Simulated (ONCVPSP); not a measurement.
Ti (Z = 22): variants of one ONCV potential

Base potential:

```json
{
 "Element": "Ti (Z = 22)",
 "Generator": "ONCVPSP 4.0.1",
 "Type": "optimised norm-conserving Vanderbilt (ONCV)",
 "Functional": "PBEsol",
 "Relativity": "scalar-relativistic",
 "Frozen core": "[Ne]",
 "Valence charge": "12",
 "Reference configuration": "3s2 3p6 3d2 (charge +2)",
 "Partial waves": "3s: rc 0.95 bohr, ncon 3, nbas 7, qcut 6 1/bohr, 2 projectors, debl 1.7 Ha; 3p: rc 1.35 bohr, ncon 5, nbas 9, qcut 13 1/bohr, 2 projectors, debl 4 Ha; 3d: rc 1.55 bohr, ncon 5, nbas 10, qcut 10.7 1/bohr, 2 projectors, debl 2.4 Ha",
 "Local potential": "polynomial inside 0.90 bohr (lpopt 4, dvloc0 6 Ha)",
 "Core correction": "polynomial model core, fcfact 0.7"
}
```

In the s channel the program set the typed energies aside and used -2.878, 0.250 Ha.

Cutoffs, loose and tight: the cutoffs (Ha) at which the residual kinetic energy of the hardest occupied pseudo-wave falls to 1 and 0.1 mHa per electron. They do not see the model core or the augmentation charge, which bear on the density cutoff. Test errors are all-electron minus pseudo excitation energies from the reference, over the configurations 3s2 3p6 3d2 4s2; 3s2 3p6 3d2 4s1; 3s2 3p6 3d1; 3s2 3p6 3d2 4s1.5. A dash means not determined; rows that change the core or the reference have their own tests.

| change | outcome | cutoff, loose | cutoff, tight | bound ghosts | GHOST(+) flags above zero | largest test error (meV) |
| --- | --- | --- | --- | --- | --- | --- |
| base | generated, projector energies reset by the program | – | – | none | none | +25 |
| all radii but the core radius scaled by about 0.77 (s 0.74, p 1.04, d 1.20 bohr); local potential polynomial inside 0.70 bohr (lpopt 4, dvloc0 6 Ha) | generated, projector energies reset by the program | 159 Ha | 224 Ha | none | s | +11 |
| all radii but the core radius scaled by about 0.84 (s 0.80, p 1.14, d 1.30 bohr); local potential polynomial inside 0.76 bohr (lpopt 4, dvloc0 6 Ha) | generated, projector energies reset by the program | 189 Ha | 294 Ha | none | none | +14 |
| all radii but the core radius scaled by about 0.92 (s 0.88, p 1.24, d 1.42 bohr); local potential polynomial inside 0.82 bohr (lpopt 4, dvloc0 6 Ha) | generated, projector energies reset by the program | – | – | none | none | +19 |
| all radii but the core radius scaled by about 1.07 (s 1.02, p 1.44, d 1.66 bohr); local potential polynomial inside 0.96 bohr (lpopt 4, dvloc0 6 Ha) | generated, projector energies reset by the program | – | – | none | none | +33 |
| all radii but the core radius scaled by about 1.17 (s 1.12, p 1.58, d 1.82 bohr); local potential polynomial inside 1.06 bohr (lpopt 4, dvloc0 6 Ha) | generated, projector energies reset by the program | 95 Ha | 158 Ha | none | none | +45 |
| all radii but the core radius scaled by about 1.32 (s 1.26, p 1.78, d 2.06 bohr); local potential polynomial inside 1.20 bohr (lpopt 4, dvloc0 6 Ha) | generated, projector energies reset by the program | 32 Ha | 96 Ha | none | none | +78 |

What comes out with this change to the base: all radii but the core radius scaled by about 1.23 (s 1.16, p 1.66, d 1.90 bohr); local potential polynomial inside 1.10 bohr (lpopt 4, dvloc0 6 Ha)?

outcome: generated, projector energies reset by the program; cutoff, loose: 81 Ha; cutoff, tight: 143 Ha; bound ghosts: none; GHOST(+) flags above zero: none; largest test error (meV): +52.

Reading the sweep of the scale of all radii but the core radius (base = 1) (base included, trends over the rows without a ghost): The loose cutoff is not monotonic: lowest 32 Ha at 1.32, highest 189 Ha at 0.84. The median size of the test errors (rows with all tests solved) rises from 0.3 meV at 0.77 to 1.8 meV at 1.32, with one reversal. More of the atom is replaced by a form fitted at one configuration, so other configurations suffer as the radius grows.
